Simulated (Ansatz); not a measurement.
Total energies of the cluster Ga3H2 (the lowest doublet isomer of a short search) from Ansatz at r2SCAN-D4/def2-TZVP, gas phase (1 Eh = 27.2114 eV = 2625.5 kJ/mol). The reference geometry is relaxed at r2SCAN-D4/def2-SVP.

Cartesian coordinates in Å:
```
Ga 0.868 -0.778 0.706
Ga -0.576 -1.677 -1.026
Ga -0.891 0.714 -0.745
H -1.320 2.243 -0.801
H 1.918 -0.502 1.867
```

```
                 state                       geometry  energy (Eh)
      charge 0 doublet                      reference  -5775.70924
      charge 1 singlet                      reference  -5775.44233
      charge 0 quartet  relaxed at r2SCAN-D4/def2-SVP  -5775.68197
free Ga atom (doublet)                              –  -1924.78964
 free H atom (doublet)                              –     -0.49993
```

Work out the vertical ionisation energy to the singlet.

E(charge 1 singlet) − E(charge 0 doublet) = -5775.44233 − (-5775.70924) = 0.26691 Eh = 7.26 eV. For comparison, −ε of the highest occupied level of the spin that leaves is 5.02 eV at this level, 2.24 eV less.

Which of the charge 0 states is lowest, and how far above it are the others?

The doublet. quartet: -5775.68197 − (-5775.70924) = 0.02727 Eh = 71.6 kJ/mol.

What is the binding energy per atom against free atoms?

Atoms: 3 × (-1924.78964) + 2 × (-0.49993) = -5775.36878 Eh. Binding: -5775.36878 − (-5775.70924) = 0.34046 Eh = 9.26 eV, or 1.85 eV for each of 5 atoms (no zero-point energy, no counterpoise term).

The structure comes from a short search, and lower isomers may exist.
